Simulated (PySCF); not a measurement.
C3H12O4SiSn, SMILES [O](C)[Sn]([O]C)([O][SiH3])[O]C at its GFN2-xTB optimised geometry (Å):

```
21

C      0.2126     0.6003    -4.7585
O     -0.6358     0.1398    -3.7277
Sn    -0.1869    -1.3436    -2.5120
O     -1.7142    -1.7205    -1.3209
C     -2.3525    -0.7415    -0.5315
O      0.3694    -2.9267    -3.5339
C      0.9560    -4.0731    -2.9533
O      1.3553    -0.8197    -1.4051
Si     1.6584    -0.0679     0.0000
H     -0.3288     1.4290    -5.2197
H      0.3961    -0.1699    -5.5093
H      1.1657     0.9659    -4.3714
H     -3.1186    -1.2844     0.0264
H     -2.8308     0.0260    -1.1425
H     -1.6640    -0.2696     0.1737
H      1.8533    -3.8306    -2.3808
H      0.2511    -4.6105    -2.3169
H      1.2321    -4.7056    -3.7996
H      1.0905     1.2844     0.0000
H      1.0943    -0.8274     1.1207
H      3.1186    -0.0679     0.0000
```

Method: PBE0/def2-SVP, def2 effective core potentials past Kr (PySCF 2.14.0). The core electrons that the potentials of Sn replace are not part of the density.

Map of the electrostatic potential (hartree/e), clipped to [-0.08, 0.12] on the plane z = 1.5 Å:

```
|                               |
|                               |
|                               |
|                               |
|                               |
|                               |
|                               |
|                               |
|                               |
|                               |
|                   ....        |
|                  ..::..       |
|       ......   ..:---:.       |
|      ...........:-+*+-:.      |
|     ............:=*#*=:.      |
|    .............-+##*=:       |
|    .......... .:#@@*+-.       |
|    .........  .-@@@+-:.       |
|   ......       -@@@-..        |
|    ....        .-+-.          |
|    ...                        |
|                               |
|                               |
|                               |
|                               |
|                               |
|                               |
|                               |
|                               |
|                               |
|                               |
```
Scale: ten equal steps from -0.004 (start of ' ') to 0.120 (end of '@'), in the order ' .:-=+*#%@'; x runs from -5.50 to 5.50, y from -5.50 (bottom) to 5.50 (top).
